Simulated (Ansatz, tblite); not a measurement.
Cost and result up the ladder for the cluster AgF2⁻ (the lowest singlet isomer of a short search) (3 atoms). Charge -1, multiplicity 1. Geometry: r2SCAN-D4/def2-TZVPD.

Cartesian coordinates in Å:
```
Ag 0.0001 -0.0001 0.0001
F -1.5348 -1.2748 0.2266
F 1.5347 1.2749 -0.2266
```

Ansatz on 4 threads of Arm Neoverse V2 on a shared host; xTB runs through tblite on one thread. Times are rough, summed over both states, and most runs start from the orbitals of an earlier one. CCSD(T)/def2-TZVPPD serves as the yardstick here, not as an exact answer. The other state is a triplet at its own geometry.

In the def2 sets Ag takes a core potential; there is no spin–orbit coupling. The xTB rows come from tblite. HSE06 is defined as in plane-wave codes, on full-range PBE exchange. Correlated methods freeze 2 core orbitals; core or outer-core shells of Ag are correlated, in sets that lack core-valence functions. The structure comes from a short search, and lower isomers may exist.

Second-order perturbation terms are unreliable where d shells bring near-degenerate states, and here MP2/def2-TZVPD lies more than 0.4 eV from the median of the functionals without such a term.

Correlated methods converge slowly with the basis.

xTB has no spin-polarisation term.

| level | functions | wall time |
| --- | --- | --- |
| GFN2-xTB | 17 | 0.003 s |
| GFN1-xTB | 17 | 0.004 s |
| LDA (SPW92)/def2-TZVPD | 120 | 1 s |
| HF/def2-TZVPD | 120 | 1.5 s |
| MP2/def2-TZVPD | 120 | 1.6 s |
| PBE-D4/def2-TZVPD (with forces) | 120 | 1.9 s |
| BLYP-D4/def2-TZVPD | 120 | 2 s |
| HSE06-D4/def2-TZVPD | 120 | 2.4 s |
| PBE0-D4/def2-TZVPD | 120 | 3 s |
| RPA@PBE/def2-TZVPD | 120 | 3.3 s |
| r2SCAN-D4/def2-TZVPD | 120 | 3.7 s |
| B97M-V/def2-TZVPD | 120 | 5.9 s |
| CCSD(T)/def2-TZVPPD | 136 | 26 s |

Estimate what each level gives for the triplet − singlet (eV).


| level | triplet − singlet (eV) | difference from CCSD(T)/def2-TZVPPD (eV) | remarks |
| --- | --- | --- | --- |
| GFN2-xTB | 3.60 | 0.05 | – |
| GFN1-xTB | 3.64 | 0.09 | – |
| LDA (SPW92)/def2-TZVPD | 3.20 | -0.35 | HOMO above zero (triplet) |
| HF/def2-TZVPD | 2.90 | -0.65 | – |
| MP2/def2-TZVPD | 3.90 | 0.34 | – |
| PBE-D4/def2-TZVPD (with forces) | 3.01 | -0.54 | HOMO above zero (triplet) |
| BLYP-D4/def2-TZVPD | 3.03 | -0.52 | HOMO above zero (triplet) |
| HSE06-D4/def2-TZVPD | 3.21 | -0.34 | HOMO above zero (triplet) |
| PBE0-D4/def2-TZVPD | 3.22 | -0.33 | – |
| RPA@PBE/def2-TZVPD | 2.99 | -0.56 | – |
| r2SCAN-D4/def2-TZVPD | 2.95 | -0.60 | HOMO above zero (triplet) |
| B97M-V/def2-TZVPD | 3.11 | -0.44 | HOMO above zero (triplet) |
| CCSD(T)/def2-TZVPPD | 3.55 | 0.00 | – |
